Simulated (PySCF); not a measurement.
## Correlation energy of Hf (hafnium, neutral)

[Xe] 4f14 5d2 6s2, high-spin 3F determinant. Calculation: PySCF 2.14, in ANO-RCC-VTZP; the spin-free X2C one-electron Hamiltonian (Gaussian nucleus). Frozen: [Kr] 4d10 4f14; 12 electrons correlated.

MP2 pair energies summed by pair of shells (mhartree):

| pair | energy | share (%) |
| --- | --- | --- |
| 5p-5p | -106.16 | 39.9 |
| 5p-5d | -48.82 | 18.3 |
| 5s-5p | -28.18 | 10.6 |
| 5p-6s | -28.18 | 10.6 |
| 5d-6s | -21.50 | 8.1 |
| 6s-6s | -17.51 | 6.6 |
| 5s-5d | -5.85 | 2.2 |
| 5s-5s | -5.28 | 2.0 |
| 5d-5d | -3.39 | 1.3 |
| 5s-6s | -1.29 | 0.5 |

Total MP2 correlation energy: -266.16 mhartree.

Same-spin part -74.69 and opposite-spin part -191.47 mhartree; SCS-MP2 scales them by 1/3 and 6/5 to -254.66 mhartree.
